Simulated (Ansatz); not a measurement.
# From SiH4 to SiI4: predicting a member

On one Si centre, n of the H ligands are replaced by I. The HOMO–LUMO gap y in eV at wB97M-V/def2-TZVPP. Shapes, held fixed at every level: PBE0-D4/def2-TZVP. Programs: Ansatz 0.2.0.

| molecule | n | y (eV) |
| --- | --- | --- |
| SiH4 | 0 | 14.86 |
| SiH3I | 1 | 10.83 |
| SiHI3 | 3 | ? |
| SiI4 | 4 | 8.93 |

Task: Fit y = c + s·n to the known rows and predict SiHI3.

Result: 
1. Means of the 3 rows: n = 1.66667, y = 11.540.
2. Σ(Δn)² = 8.6667, Σ(Δn·Δy) = -11.15, so the slope is -11.15/8.6667 = -1.2865.
3. Intercept: 11.540 − (-1.2865) × 1.66667 = 13.684. The largest residual of the fit is 1.57.
4. SiHI3: 13.684 + (-1.2865) × 3 = 9.82 eV.

The run gave 9.47 eV, so the prediction is off by +0.35 eV, within the scatter of the fit. The step per swap changes from -4.03 to -0.54 eV along the series, so a line misses the bend. Other levels give for SiHI3: SPW92/def2-TZVPP 3.67; r2SCAN-D4/def2-TZVPP 4.24; r2SCAN0-D4/def2-TZVPP 5.91 eV. Orbital gaps aren't excitation energies, and the LUMO depends on the basis. For atoms past krypton def2 sets carry core potentials with scalar relativity.
